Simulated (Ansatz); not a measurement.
Ideal-gas functions of C3H3NSi, SMILES `C#C[SiH2]C#N` at 400 K and 1 bar, from an Ansatz frequency run at PBE0-D4/def2-TZVP.

Molar mass 81.15 g/mol, point group Cs (symmetry number 1), electronic degeneracy 1, moments of inertia 53.377, 222.775, 270.137 u Å². Harmonic wavenumbers (cm⁻¹, unscaled): 97, 220, 250, 257, 403, 597, 618, 669, 736, 741, 748, 853, 936, 2173, 2272, 2277, 2339, 3463.

Use S(trans) = R[1.5 ln M + 2.5 ln T − 1.1517]; rotational temperatures θ = 24.2544 K / I; S(rot) = R[ln(√π/σ · √(T³/θAθBθC)) + 1.5]; for each mode x = 1.438777 ν̃/T, S = R[x/(eˣ − 1) − ln(1 − e⁻ˣ)] and H = RT x/(eˣ − 1); 1 cm⁻¹ = 0.0119627 kJ/mol; R = 8.31446 J/(mol·K).

**Question.** By hand: the entropy, in J/(mol·K).

**Answer.** Translation 169.8. Rotation: θ = 0.4544, 0.1089, 0.0898 K, giving 114.5. Vibration, mode by mode: 17.11, 10.47, 9.47, 9.26, 5.92, 3.39, 3.20, 2.77, 2.29, 2.26, 2.21, 1.64, 1.29, 0.03, 0.02, 0.02, 0.02, 0.00, in all 71.4. Electronic 0.0. Sum 355.7 J/(mol·K).

**Question.** By hand: H − E and G − E in kJ/mol, counted from the electronic energy.

**Answer.** Zero-point energy ½ × 19649 × 0.0119627 = 117.5; thermal vibration 16.1; translation, rotation and pV give 4 RT = 13.3. H − E = 146.9 kJ/mol, and G − E = 146.9 − 400 × 355.7/1000 = 4.6 kJ/mol.

Vibration gives 20 % of the entropy, 17.1 J/(mol·K) of it from the mode under 150 cm⁻¹: soft modes count most, and the harmonic formula is weakest for them.
